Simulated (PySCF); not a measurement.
C4H6ClF, SMILES [C@H]1(C[C@@]1(F)C)Cl.

Coordinates come from a B3LYP-D3(BJ)/def2-SVP optimisation. The structure was generated by enumeration; whether it is a known compound was not checked.

Calculation: B3LYP-D3(BJ)/def2-SVP (PySCF 2.14.0).

Frequencies are harmonic and unscaled.

```json
[
 {"mode": "1", "ν (cm⁻¹)": "174", "IR (km/mol)": "0.5", "Raman (Å⁴/amu)": "0.9", "depolarisation": "0.69", "moving atoms (share of kinetic energy)": "F 44 %, Cl 33 %, C 13 %, H 10 %"},
 {"mode": "2", "ν (cm⁻¹)": "181", "IR (km/mol)": "0.1", "Raman (Å⁴/amu)": "0.8", "depolarisation": "0.75", "moving atoms (share of kinetic energy)": "C 46 %, H 25 %, Cl 17 %, F 12 %"},
 {"mode": "3", "ν (cm⁻¹)": "224", "IR (km/mol)": "0.0", "Raman (Å⁴/amu)": "0.2", "depolarisation": "0.75", "moving atoms (share of kinetic energy)": "H 89 %"},
 {"mode": "4", "ν (cm⁻¹)": "327", "IR (km/mol)": "1.2", "Raman (Å⁴/amu)": "1.9", "depolarisation": "0.23", "moving atoms (share of kinetic energy)": "C 39 %, H 28 %, Cl 19 %, F 14 %"},
 {"mode": "5", "ν (cm⁻¹)": "391", "IR (km/mol)": "3.8", "Raman (Å⁴/amu)": "2.4", "depolarisation": "0.70", "moving atoms (share of kinetic energy)": "C 44 %, H 32 %, F 14 %, Cl 9 %"},
 {"mode": "6", "ν (cm⁻¹)": "438", "IR (km/mol)": "4.6", "Raman (Å⁴/amu)": "1.7", "depolarisation": "0.69", "moving atoms (share of kinetic energy)": "C 41 %, H 29 %, F 27 %"},
 {"mode": "7", "ν (cm⁻¹)": "544", "IR (km/mol)": "6.6", "Raman (Å⁴/amu)": "3.5", "depolarisation": "0.40", "moving atoms (share of kinetic energy)": "C 62 %, H 19 %, F 12 %"},
 {"mode": "8", "ν (cm⁻¹)": "678", "IR (km/mol)": "11.2", "Raman (Å⁴/amu)": "7.9", "depolarisation": "0.52", "moving atoms (share of kinetic energy)": "C 48 %, H 35 %, Cl 16 %"},
 {"mode": "9", "ν (cm⁻¹)": "727", "IR (km/mol)": "15.7", "Raman (Å⁴/amu)": "8.5", "depolarisation": "0.20", "moving atoms (share of kinetic energy)": "C 57 %, F 24 %, H 17 %"},
 {"mode": "10", "ν (cm⁻¹)": "842", "IR (km/mol)": "3.1", "Raman (Å⁴/amu)": "5.4", "depolarisation": "0.59", "moving atoms (share of kinetic energy)": "H 59 %, C 39 %"},
 {"mode": "11", "ν (cm⁻¹)": "916", "IR (km/mol)": "11.5", "Raman (Å⁴/amu)": "5.5", "depolarisation": "0.70", "moving atoms (share of kinetic energy)": "H 61 %, C 37 %"},
 {"mode": "12", "ν (cm⁻¹)": "952", "IR (km/mol)": "1.6", "Raman (Å⁴/amu)": "2.5", "depolarisation": "0.73", "moving atoms (share of kinetic energy)": "H 45 %, C 43 %, F 10 %"},
 {"mode": "13", "ν (cm⁻¹)": "994", "IR (km/mol)": "19.7", "Raman (Å⁴/amu)": "5.8", "depolarisation": "0.65", "moving atoms (share of kinetic energy)": "H 50 %, C 37 %, F 12 %"},
 {"mode": "14", "ν (cm⁻¹)": "1039", "IR (km/mol)": "8.5", "Raman (Å⁴/amu)": "2.4", "depolarisation": "0.26", "moving atoms (share of kinetic energy)": "H 71 %, C 29 %"},
 {"mode": "15", "ν (cm⁻¹)": "1076", "IR (km/mol)": "18.4", "Raman (Å⁴/amu)": "7.1", "depolarisation": "0.33", "moving atoms (share of kinetic energy)": "C 61 %, H 36 %"},
 {"mode": "16", "ν (cm⁻¹)": "1102", "IR (km/mol)": "0.4", "Raman (Å⁴/amu)": "1.9", "depolarisation": "0.55", "moving atoms (share of kinetic energy)": "H 71 %, C 29 %"},
 {"mode": "17", "ν (cm⁻¹)": "1123", "IR (km/mol)": "15.2", "Raman (Å⁴/amu)": "1.6", "depolarisation": "0.75", "moving atoms (share of kinetic energy)": "C 55 %, H 45 %"},
 {"mode": "18", "ν (cm⁻¹)": "1239", "IR (km/mol)": "33.1", "Raman (Å⁴/amu)": "3.7", "depolarisation": "0.66", "moving atoms (share of kinetic energy)": "H 67 %, C 32 %"},
 {"mode": "19", "ν (cm⁻¹)": "1305", "IR (km/mol)": "43.7", "Raman (Å⁴/amu)": "3.3", "depolarisation": "0.34", "moving atoms (share of kinetic energy)": "C 57 %, H 37 %"},
 {"mode": "20", "ν (cm⁻¹)": "1364", "IR (km/mol)": "16.7", "Raman (Å⁴/amu)": "10.4", "depolarisation": "0.44", "moving atoms (share of kinetic energy)": "H 68 %, C 31 %"},
 {"mode": "21", "ν (cm⁻¹)": "1412", "IR (km/mol)": "11.0", "Raman (Å⁴/amu)": "4.1", "depolarisation": "0.43", "moving atoms (share of kinetic energy)": "H 68 %, C 32 %"},
 {"mode": "22", "ν (cm⁻¹)": "1449", "IR (km/mol)": "4.0", "Raman (Å⁴/amu)": "12.2", "depolarisation": "0.75", "moving atoms (share of kinetic energy)": "H 96 %"},
 {"mode": "23", "ν (cm⁻¹)": "1453", "IR (km/mol)": "19.5", "Raman (Å⁴/amu)": "16.3", "depolarisation": "0.64", "moving atoms (share of kinetic energy)": "H 71 %, C 29 %"},
 {"mode": "24", "ν (cm⁻¹)": "1486", "IR (km/mol)": "13.0", "Raman (Å⁴/amu)": "6.6", "depolarisation": "0.54", "moving atoms (share of kinetic energy)": "H 59 %, C 41 %"},
 {"mode": "25", "ν (cm⁻¹)": "3037", "IR (km/mol)": "14.8", "Raman (Å⁴/amu)": "152.7", "depolarisation": "0.02", "moving atoms (share of kinetic energy)": "H 97 %"},
 {"mode": "26", "ν (cm⁻¹)": "3121", "IR (km/mol)": "11.7", "Raman (Å⁴/amu)": "88.4", "depolarisation": "0.72", "moving atoms (share of kinetic energy)": "H 91 %, C 9 %"},
 {"mode": "27", "ν (cm⁻¹)": "3126", "IR (km/mol)": "1.1", "Raman (Å⁴/amu)": "113.6", "depolarisation": "0.13", "moving atoms (share of kinetic energy)": "H 95 %"},
 {"mode": "28", "ν (cm⁻¹)": "3135", "IR (km/mol)": "12.0", "Raman (Å⁴/amu)": "55.0", "depolarisation": "0.75", "moving atoms (share of kinetic energy)": "H 91 %, C 9 %"},
 {"mode": "29", "ν (cm⁻¹)": "3174", "IR (km/mol)": "5.4", "Raman (Å⁴/amu)": "90.3", "depolarisation": "0.24", "moving atoms (share of kinetic energy)": "H 92 %, C 8 %"},
 {"mode": "30", "ν (cm⁻¹)": "3230", "IR (km/mol)": "1.7", "Raman (Å⁴/amu)": "58.5", "depolarisation": "0.75", "moving atoms (share of kinetic energy)": "H 89 %, C 11 %"}
]
```
